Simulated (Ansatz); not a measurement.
Gas-phase electronic energies from Ansatz, PBE0-D4/def2-TZVP geometries. CCSD(T)/CBS is the MP2 limit (def2-TZVPP, def2-QZVPP) plus CCSD(T) − MP2 in def2-TZVPP, frozen cores. This one scheme is used for every species. Functionals use def2-TZVPP. HSE06 is defined as in plane-wave codes. def2 core potentials past Kr. For Sn outer-core shells are correlated without core-valence functions, which leaves a few kJ/mol of doubt a bond. One conformer a species, not always the lowest.

Consider the hydrogenolysis of the Sn–C bond: `C[CH2][SnH]([F])[F]` + H₂ → `[F][SnH2][F]` + ethane.

| species | HSE06 energy (Eh) |
| --- | --- |
| `C[CH2][SnH]([F])[F]` | -493.69433 |
| H₂ | -1.16797 |
| `[F][SnH2][F]` | -415.12921 |
| `CC` | -79.74647 |

(1) Work out ΔE.

Largest T1 diagnostic among the species: 0.014.

Answers

(1) ΔE = (-415.12921) + (-79.74647) − (-493.69433) − (-1.16797) = -0.01338 Eh = -35.1 kJ/mol. CCSD(T)/CBS gives -19.9 kJ/mol.

From BLYP to BHLYP (50 % exact exchange), in def2-TZVPP and without D4, ΔE moves by −9.0 kJ/mol. At CCSD(T), def2-SVP lies −20.2 kJ/mol from the extrapolated value and def2-TZVPP −5.6 kJ/mol.
